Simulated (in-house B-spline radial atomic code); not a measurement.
Configurations of Br6+, with energies counted from [Ar] 3d10 4s1. Method: Dirac-Hartree-Fock, average of configuration, Fermi nucleus of rms radius 4.1629 fm. Calculated with a B-spline radial code for spherical atoms. Energies include first-order Breit, QED and recoil terms.

Occupations are held fixed; configurations that lie above the ionisation limit could autoionise.

```tsv
configuration	E - E(ref) (eV)	highest orbital	its <r> (bohr)
[Ar] 3d10 4d1	40.232	4d5/2	1.948
[Ar] 3d10 5d1	65.965	5d5/2	3.608
[Ar] 3d9 4s1 4p1	81.153	4p3/2	1.545
[Ar] 3d10 8p1	87.519	8p3/2	9.958
[Ar] 3d9 4s1 5f1	143.19	5f5/2	4.267
[Ar] 3d9 4s1 6g1	152.25	6g9/2	6.257
[Ar] 3d9 4s1 7g1	157.17	7g9/2	9.035
[Ne] 3s2 3p5 3d10 4s1 5d1	253.62	5d5/2	3.53
[Ne] 3s2 3p5 3d10 4s1 5f1	262.51	5f5/2	4.261
[Ne] 3s2 3p5 3d10 4s1 5g1	263.44	5g9/2	3.91
[Ne] 3s2 3p5 3d10 4s1 6d1	266.28	6d5/2	5.594
[Ne] 3s2 3p5 3d10 4s1 8d1	277.62	8d5/2	11
```

(1) Order these further configurations by energy, lowest first.
A. [Ne] 3s2 3p5 3d10 4s1 6f1
B. [Ar] 3d10 8g1
C. [Ar] 3d10 7g1
D. [Ar] 3d10 7d1
E. [Ar] 3d10 8d1

(2) How far above the reference does [Ar] 3d10 4f1 lie?

(3) How far above the reference does [Ne] 3s2 3p5 3d10 4s1 8f1 lie?

(4) How far above the reference does [Ar] 3d9 4s1 6f1 lie?

Results:

(1) D (85.094 eV), C (88.103 eV), E (89.329 eV), B (91.294 eV), A (271.01 eV).

(2) 59.302 eV; its least bound orbital is 4f5/2 with <r> = 2.472 bohr.

(3) 279.46 eV; its least bound orbital is 8f5/2 with <r> = 12.46 bohr.

(4) 151.69 eV; its least bound orbital is 6f5/2 with <r> = 6.571 bohr.
